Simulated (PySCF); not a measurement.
H5P, SMILES [H][P@TB18]([H])([H])([H])[H]. The structure is a stationary point at PBE0-D3(BJ)/def2-TZVPD.

TDDFT-PBE/def2-TZVPD run with PySCF puts the lowest singlet excitations at 4.27, 5.05, 5.05, 6.76, 6.76, 6.81 eV.

Task: What are the lowest excitation roots from PySCF with ADC(2)/aug-cc-pVDZ? (An estimate is asked for; the answer gives what the named calculation found.)

Result: 4.64, 5.74, 5.74, 6.25, 6.34, 6.34 eV. S1 differs by 0.38 eV (second minus first; roots are paired by order, and the bases may differ).
